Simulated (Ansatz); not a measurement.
Geometry optimisation, Ansatz, RKS B3LYP-D4/6-31G*.

input.yaml

```yaml
crystal:
  periodic: [false, false, false]
  atoms:
    - { symbol: O, position_ang: [-1.06725, 1.68193, -0.62681] }
    - { symbol: Si, position_ang: [0.36727, 1.22544, -0.14357] }
    - { symbol: "N", position_ang: [0.71944, -0.33632, 0.26124] }
    - { symbol: Mg, position_ang: [-0.13555, -2.194, 0.39878] }
    - { symbol: H, position_ang: [-1.92445, 1.29022, -0.78639] }
    - { symbol: H, position_ang: [1.16708, 2.42209, -0.15698] }
    - { symbol: H, position_ang: [1.68462, -0.49458, 0.55863] }
    - { symbol: H, position_ang: [-0.81117, -3.59478, 0.49509] }
total_charge: 1
basis:
  gaussian: { orbitals: "6-31G*" }
hamiltonian:
  xc: b3lyp
  dispersion: d4
relax:
  f_tol: 0.02
  max_steps: 40
```

Command:

```bash
$ ansatz run input.yaml --threads 1 --pin off --max-ram 2048MiB --backend cpu --events-out ev --progress --plain --runs-dir out
```

Question: Where does it end, and by what steps?

Answer: It converged. Limits of this set-up: the dipole of an ion depends on the origin. After 7 steps the energy has fallen by 0.180 eV; H8 moved furthest, 0.22 Å.

```json
{"step": "0", "energy less start (eV)": "0.0000", "largest force component (eV/Å)": "1.591", "accepted": "yes"}
{"step": "1", "energy less start (eV)": "-0.1371", "largest force component (eV/Å)": "0.446", "accepted": "yes"}
{"step": "2", "energy less start (eV)": "-0.1674", "largest force component (eV/Å)": "0.202", "accepted": "yes"}
{"step": "3", "energy less start (eV)": "-0.1736", "largest force component (eV/Å)": "0.190", "accepted": "yes"}
{"step": "4", "energy less start (eV)": "-0.1783", "largest force component (eV/Å)": "0.120", "accepted": "yes"}
{"step": "5", "energy less start (eV)": "-0.1797", "largest force component (eV/Å)": "0.083", "accepted": "yes"}
{"step": "6", "energy less start (eV)": "-0.1797", "largest force component (eV/Å)": "0.068", "accepted": "yes"}
{"step": "7", "energy less start (eV)": "-0.1799", "largest force component (eV/Å)": "0.010", "accepted": "yes"}
```

```xyz
8
Properties=species:S:1:pos:R:3
O -1.124 1.641 -0.635
Si 0.336 1.206 -0.148
N 0.783 -0.314 0.277
Mg -0.069 -2.142 0.407
H -1.927 1.111 -0.750
H 1.238 2.358 -0.129
H 1.770 -0.330 0.551
H -1.006 -3.530 0.426
```

Whether the end is a true minimum wasn't checked by a vibrational analysis.

Run time: 13 s on 1 thread of AMD EPYC 9R45 96-Core Processor (Zen 5) (shared host), peak memory 0.17 GiB.
